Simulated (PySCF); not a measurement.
Computed with UB3LYP/[Sn def2-SVPD with ECP28, O def2-SVPD], scalar-relativistic core potentials, density fitting, no spin–orbit coupling, PySCF.

```xyz
3
charge -1 multiplicity 2, angstrom
Sn    0.0000    0.0000   -0.1788
O     1.7392    0.0000    0.6864
O    -1.7392    0.0000    0.6864
```

[SnO2]- (doublet), along the line from Sn1 (at 0) through O2 (at 1.943 Å). Core electrons replaced by a potential are absent, the electrostatic potential uses the reduced nuclear charge, and values within about 0.7 Å of such atoms have no physical meaning.

Question: Tabulate the fields along this line at 0.87, 0.97, 1.07, 1.17, 1.26, 1.36, 1.46, 1.55, 1.65, 1.75, 1.85, 2.04, 2.14, 2.23, 2.33, 2.43, 2.53, 2.62, 2.72, 2.82, 2.91, 3.01, 3.11 Å.

Answer: 
```json
{"distance (Å)": "0.87", "electron density (e/Å³)": "1.01", "spin density (e/Å³)": "-0.0128", "electron localisation function": "0.147", "electrostatic potential (V)": "21.3"}
{"distance (Å)": "0.97", "electron density (e/Å³)": "0.785", "spin density (e/Å³)": "-0.00358", "electron localisation function": "0.143", "electrostatic potential (V)": "14.4"}
{"distance (Å)": "1.07", "electron density (e/Å³)": "0.814", "spin density (e/Å³)": "0.0199", "electron localisation function": "0.267", "electrostatic potential (V)": "10.5"}
{"distance (Å)": "1.17", "electron density (e/Å³)": "1.03", "spin density (e/Å³)": "0.063", "electron localisation function": "0.524", "electrostatic potential (V)": "9.21"}
{"distance (Å)": "1.26", "electron density (e/Å³)": "1.43", "spin density (e/Å³)": "0.132", "electron localisation function": "0.712", "electrostatic potential (V)": "11.2"}
{"distance (Å)": "1.36", "electron density (e/Å³)": "2.06", "spin density (e/Å³)": "0.237", "electron localisation function": "0.774", "electrostatic potential (V)": "18.2"}
{"distance (Å)": "1.46", "electron density (e/Å³)": "2.99", "spin density (e/Å³)": "0.393", "electron localisation function": "0.759", "electrostatic potential (V)": "33.3"}
{"distance (Å)": "1.55", "electron density (e/Å³)": "4.28", "spin density (e/Å³)": "0.628", "electron localisation function": "0.618", "electrostatic potential (V)": "63.6"}
{"distance (Å)": "1.65", "electron density (e/Å³)": "5.9", "spin density (e/Å³)": "0.898", "electron localisation function": "0.246", "electrostatic potential (V)": "125"}
{"distance (Å)": "1.75", "electron density (e/Å³)": "12.5", "spin density (e/Å³)": "1.04", "electron localisation function": "0.11", "electrostatic potential (V)": "265"}
{"distance (Å)": "1.85", "electron density (e/Å³)": "120", "spin density (e/Å³)": "0.695", "electron localisation function": "0.973", "electrostatic potential (V)": "744"}
{"distance (Å)": "2.04", "electron density (e/Å³)": "119", "spin density (e/Å³)": "0.863", "electron localisation function": "0.968", "electrostatic potential (V)": "743"}
{"distance (Å)": "2.14", "electron density (e/Å³)": "12.8", "spin density (e/Å³)": "0.908", "electron localisation function": "0.111", "electrostatic potential (V)": "263"}
{"distance (Å)": "2.23", "electron density (e/Å³)": "6.32", "spin density (e/Å³)": "0.72", "electron localisation function": "0.31", "electrostatic potential (V)": "122"}
{"distance (Å)": "2.33", "electron density (e/Å³)": "4.46", "spin density (e/Å³)": "0.486", "electron localisation function": "0.701", "electrostatic potential (V)": "59.3"}
{"distance (Å)": "2.43", "electron density (e/Å³)": "2.95", "spin density (e/Å³)": "0.303", "electron localisation function": "0.825", "electrostatic potential (V)": "28.2"}
{"distance (Å)": "2.53", "electron density (e/Å³)": "1.89", "spin density (e/Å³)": "0.191", "electron localisation function": "0.849", "electrostatic potential (V)": "11.8"}
{"distance (Å)": "2.62", "electron density (e/Å³)": "1.18", "spin density (e/Å³)": "0.121", "electron localisation function": "0.838", "electrostatic potential (V)": "2.97"}
{"distance (Å)": "2.72", "electron density (e/Å³)": "0.723", "spin density (e/Å³)": "0.0744", "electron localisation function": "0.806", "electrostatic potential (V)": "-1.82"}
{"distance (Å)": "2.82", "electron density (e/Å³)": "0.435", "spin density (e/Å³)": "0.0452", "electron localisation function": "0.754", "electrostatic potential (V)": "-4.39"}
{"distance (Å)": "2.91", "electron density (e/Å³)": "0.265", "spin density (e/Å³)": "0.0278", "electron localisation function": "0.682", "electrostatic potential (V)": "-5.73"}
{"distance (Å)": "3.01", "electron density (e/Å³)": "0.166", "spin density (e/Å³)": "0.0177", "electron localisation function": "0.598", "electrostatic potential (V)": "-6.39"}
{"distance (Å)": "3.11", "electron density (e/Å³)": "0.108", "spin density (e/Å³)": "0.0118", "electron localisation function": "0.519", "electrostatic potential (V)": "-6.66"}
```

The lowest empty level of this anion is unbound, so it and the gap depend on the basis. No spin–orbit coupling is included, which matters more the heavier the element.
